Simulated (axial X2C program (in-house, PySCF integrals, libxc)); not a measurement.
Be₂⁺: cheaper levels and CCSD(T), 2c

All values were computed with an in-house all-electron X2C program for linear molecules (integrals from PySCF). Two-component (2c) means X2C with spin–orbit coupling and atomic mean-field two-electron Coulomb and Gaunt terms. Basis: Be dyall-cv3z [8s8p3d1f] (cores contracted in-house); Gaussian nuclei, density fitting, unrestricted open shells. Masses: Be 9.012 u.

State: Ω = 1/2 (⟨Sz⟩ = 0.50, ⟨Lz⟩ = 0.00 at HF); fragments Be + Be+.

```json
{"level": "PBE0", "Re (Å)": "2.216", "ωe (cm⁻¹)": "532.5", "De (eV)": "2.35"}
{"level": "HF", "Re (Å)": "2.311", "ωe (cm⁻¹)": "470.6", "De (eV)": "1.93"}
{"level": "CCSD", "Re (Å)": "2.236", "ωe (cm⁻¹)": "520.9", "De (eV)": "1.95"}
{"level": "BLYP", "Re (Å)": "2.195", "ωe (cm⁻¹)": "536.4", "De (eV)": "2.34"}
```

Correlated methods: 3 electrons correlated (number of frozen shells: Be 1 s), 157 virtual spin orbitals or spinors in MP2, 44 natural virtuals in coupled cluster.

CCSD(T), same Hamiltonian and basis:

Re = 2.233 Å, ωe = 524.0 cm⁻¹, De = 1.97 eV; T1 = 0.061 (Lee–Taylor normalisation).

(1) Give the differences from CCSD(T) in the columns below.

The state is one determinant whose occupation by symmetry is held fixed; it was picked as the lowest of a PBE0 search that is not exhaustive. Dissociation energies refer to the lowest single-determinant-based atoms at the same level and basis. Density functionals use the spin component along the axis (collinear). CCSD and (T) use frozen natural virtuals with an MP2 correction for the truncation; (T) itself is uncorrected, so its De runs slightly low. The determinant is spin-polarised beyond a pure state at some levels (its spin-free form has ⟨S²⟩ too high), which makes Re and μ there less reliable. The T1 diagnostic is large, a sign of multireference character.

Results:

(1) 

```csv
level,ΔRe (Å),Δωe (cm⁻¹),ΔDe (eV)
PBE0,-0.017,8,0.38
HF,0.078,-53,-0.04
CCSD,0.003,-3,-0.02
BLYP,-0.038,12,0.37
```
